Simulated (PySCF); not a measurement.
Job file and geometry (Å, from GFN2-xTB) of an NMR shielding run on `C=C1[SiH2]N(C)C[C@@H]1CF`, C6H12FNSi, GIAO PBE0/pcSseg-1 NMR shielding, non-relativistic, gas phase in PySCF; density fitting, a coarse starting grid and PySCF grid level 2 are the driver's defaults:

```
$ OMP_NUM_THREADS=1 python probes_run.py task.json out

{"job": {"kind": "nmr", "xc": "PBE0", "basis": "pcSseg-1"}, "charge": 0, "multiplicity": 1}
C     -1.084867     2.540457    -0.002326
C     -0.470251     1.372003     0.065209
Si     1.343109     0.978625    -0.244840
N      1.114774    -0.642589     0.263824
C      2.133759    -1.635618     0.443316
C     -0.119263    -0.878528     0.982621
C     -1.172687     0.091572     0.438028
C     -1.811172    -0.483568    -0.824762
F     -2.538087    -1.614706    -0.532614
H     -2.134614     2.661613     0.224406
H     -0.557887     3.435172    -0.287264
H      1.783379     0.990562    -1.643102
H      2.224553     1.830613     0.568525
H      2.985611    -1.385874    -0.184199
H      2.473177    -1.693209     1.485016
H      1.757514    -2.621856     0.154515
H      0.014624    -0.724940     2.063421
H     -0.438291    -1.916031     0.832902
H     -1.962874     0.256897     1.176571
H     -1.042717    -0.773435    -1.547429
H     -2.506709     0.229781    -1.277588
```

Question: Write the output of this run.

Answer: 
```
coarse grid: 17728 points
cycle   1  E = -679.1850595691  dE =  1.129e+00  |g| = 5.662e-01  |ddm| = 4.113e+00
cycle   2  E = -679.1510657293  dE =  3.399e-02  |g| = 7.368e-01  |ddm| = 1.133e+00
cycle   3  E = -679.2498282638  dE = -9.876e-02  |g| = 7.987e-02  |ddm| = 6.898e-01
cycle   4  E = -679.2508120612  dE = -9.838e-04  |g| = 3.831e-02  |ddm| = 9.824e-02
cycle   5  E = -679.2511401052  dE = -3.280e-04  |g| = 9.986e-03  |ddm| = 4.205e-02
cycle   6  E = -679.2511581104  dE = -1.801e-05  |g| = 4.507e-03  |ddm| = 1.273e-02
cycle   7  E = -679.2511628087  dE = -4.698e-06  |g| = 7.626e-04  |ddm| = 4.767e-03
final grid: 166240 points
cycle   8  E = -679.3104300858  dE = -4.942e-05  |g| = 9.348e-03  |ddm| = 3.458e-02
cycle   9  E = -679.3104152967  dE =  1.479e-05  |g| = 1.248e-02  |ddm| = 2.168e-02
cycle  10  E = -679.3104513685  dE = -3.607e-05  |g| = 2.012e-03  |ddm| = 1.323e-02
cycle  11  E = -679.3104522312  dE = -8.627e-07  |g| = 3.557e-04  |ddm| = 1.860e-03
cycle  12  E = -679.3104522574  dE = -2.624e-08  |g| = 1.631e-04  |ddm| = 3.906e-04
cycle  13  E = -679.3104522626  dE = -5.196e-09  |g| = 2.873e-05  |ddm| = 1.397e-04
cycle  14  E = -679.3104522627  dE = -1.623e-10  |g| = 8.807e-06  |ddm| = 3.655e-05
converged SCF energy = -679.3104522627

GIAO shielding tensors (ppm)
atom      isotropic    diamagn.    paramagn.     s11        s22        s33       span
  0 C       50.951     251.416    -200.465    -69.292     62.492    159.652    228.944
  1 C       30.550     264.686    -234.136    -76.387     22.218    145.819    222.206
  2 Si     386.786     882.774    -495.988    343.554    355.031    461.774    118.220
  3 N      241.428     329.928     -88.500    192.359    254.952    276.973     84.613
  4 C      149.545     240.620     -91.075    124.224    138.136    186.276     62.051
  5 C      128.788     246.294    -117.506    100.238    121.109    165.016     64.779
  6 C      133.095     247.708    -114.613    119.285    126.300    153.699     34.414
  7 C       97.822     245.024    -147.202     61.074     80.481    151.912     90.837
  8 F      408.628     472.669     -64.041    375.199    396.437    454.248     79.049
  9 H       25.373      30.810      -5.436     21.273     24.506     30.341      9.069
 10 H       25.765      30.098      -4.332     22.498     24.280     30.519      8.021
 11 H       26.720      30.614      -3.895     23.269     24.658     32.233      8.964
 12 H       26.750      30.224      -3.473     23.391     24.331     32.529      9.139
 13 H       28.762      28.058       0.703     23.756     26.701     35.828     12.072
 14 H       28.995      27.184       1.812     24.292     26.359     36.334     12.042
 15 H       29.045      28.146       0.899     24.064     27.059     36.013     11.948
 16 H       28.509      31.480      -2.972     24.059     27.006     34.461     10.402
 17 H       28.637      31.871      -3.234     24.050     28.508     33.352      9.302
 18 H       28.843      33.091      -4.248     26.144     26.814     33.570      7.426
 19 H       27.157      30.473      -3.316     23.037     28.719     29.715      6.678
 20 H       27.379      30.462      -3.083     22.725     29.043     30.369      7.644
```

Question: Turn these shieldings into chemical shifts. Scale: $^{13}$C (186.93 ppm) and $^{29}$Si (349.16 ppm) and $^{1}$H (31.72 ppm) vs TMS; $^{15}$N (267.73 ppm) vs NH3; $^{19}$F (170.95 ppm) against CFCl3 (reference shieldings calculated alike).

Answer: Averaging equivalent atoms: C 1: 156.4; C 0: 136.0; C 7: 89.1; C 5: 58.1; C 6: 53.8; C 4: 37.4; Si 2: -37.6; N 3: 26.3; F 8: -237.7; H 9: 6.34; H 10: 5.95; H 11: 5.00; H 12: 4.97; H 19: 4.56; H 20: 4.34; H 16: 3.21; H 17: 3.08; H 18: 2.87; H 13/14/15: 2.78 ppm. Unscaled 19F shifts against computed CFCl3 carry errors that often reach 10 to 50 ppm. Experimental scales use liquid or dissolved standards, which lie at an offset from isolated NH3 (liquid NH3: subtract about 20 ppm).

Size and cost of the density-fitted run: 220 basis functions, 72 s wall time on 1 thread of an Arm Neoverse N1, shared host; peak memory 0.99 GiB.
